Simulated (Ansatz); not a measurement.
Program: Ansatz. Geometries: PBE0-D4/def2-TZVP. ΔE: electronic, gas phase. CCSD(T)/CBS is the MP2 limit (def2-TZVPP, def2-QZVPP) plus CCSD(T) − MP2 in def2-TZVPP, frozen cores. This one scheme is used for every species. DFT in def2-TZVPP. Each species was taken in one conformer, which may not be the lowest.

Reaction (hydrogenolysis of the Si–P bond): `O[SiH]([SiH3])P` + H₂ → `O[SiH2][SiH3]` + PH₃

```csv
level,ΔE (kJ/mol)
r2SCAN-D4,14.3
B2PLYP,0.3
PBE,10.7
SCS-MP2/def2-TZVPP,1.6
CCSD/def2-TZVPP,-2.2
MP2/def2-QZVPP,14.4
SCS-MP2/def2-QZVPP,4.7
MP2/CBS(def2),16.9
```

What does CCSD(T)/CBS give? (Best estimate.)

The calculation gave: +9.6 kJ/mol. The listed levels differ from it by 4.7, -9.3, 1.1, -8.0, -11.8, 4.8, -4.9, 7.3 kJ/mol.

Largest T1 diagnostic among the species: 0.014.

The D4 term adds +13.4 kJ/mol with B3LYP and +7.4 kJ/mol with PBE0; it sums over pairs of atoms, weighted by their polarisabilities, and B3LYP, whose exchange is more repulsive, gets the larger term. From PBE to PBE0 (25 % exact exchange), in def2-TZVPP and without D4, ΔE moves by −3.9 kJ/mol. In def2-TZVPP, CCSD(T) changes the Hartree–Fock value by +27.6 kJ/mol (the triples alone add +6.3 kJ/mol) and MP2 by +34.8 kJ/mol.

B3LYP here is the variant with VWN-RPA as its local correlation; programs differ in this.
